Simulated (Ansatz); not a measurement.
Basis-set extrapolation for CH7NOSi (`CO[SiH2]N`) (PBE0-D4/def2-TZVP geometry, frozen core, the Gaussian-basis code of Ansatz). Multiplicity 1, RHF reference.

```csv
,def2-TZVPP,def2-QZVPP
HF,-460.342756,-460.361065
MP2 correlation,-0.753774,-0.809478
CCSD(T) correlation,-0.819987,not run
```

Energies in hartree. Use E(X) = E(∞) + A·exp(−7.88·√X) for Hartree–Fock and E(X) = E(∞) + B·X^(−2.97) for correlation, with X = 3 and 4, and add CCSD(T) minus MP2 of the smaller set to the MP2 limit.

Problem. What is the CCSD(T) energy at the basis-set limit?

Solution. HF limit: -460.361065 + (-0.018309) × 0.13774 = -460.36359. MP2 limit: -0.809478 + (-0.055704) × 0.74074 = -0.85074. Higher-order term: -0.819987 − (-0.753774) = -0.06621. Total: -461.28054 hartree, 3.21 eV below CCSD(T)/def2-TZVPP.
